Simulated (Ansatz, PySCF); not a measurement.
C4H3B. Atoms are numbered in the order given.

```xyz
8

B      0.0000     0.0000    -0.8477
C      0.0000     1.3227    -0.1085
C      0.0000     2.3974     0.4695
H      0.0000     3.3430     0.9805
C      0.0000    -1.3227    -0.1085
C      0.0000    -2.3974     0.4695
H      0.0000    -3.3430     0.9805
H      0.0000     0.0000    -2.0548
```
Charge 0, spin multiplicity 1.

The structure is a stationary point at B3LYP-D3(BJ)/def2-SVP.

Vertical ionisation energy (IE) and electron affinity (EA) in eV. Rows of orbital energies are one-electron estimates. Where ΔSCF, EOM or ADC give a negative EA the extra electron is unbound and the value depends on the basis.

```csv
level,IE,EA
"−ε(HOMO), −ε(LUMO), HF/def2-TZVP (PySCF)",10.84,-0.88
"ΔSCF, PBE0/def2-SVPD (Ansatz), final states of multiplicity 2 and 2",10.25,0.92
```

### Question
What vertical singlet–triplet gap does ΔSCF give with PBE0/def2-SVPD (Ansatz, a first-principles code)? (An estimate is asked for; the answer gives what the named calculation found.)

### Answer
3.56 eV (triplet above singlet where positive).
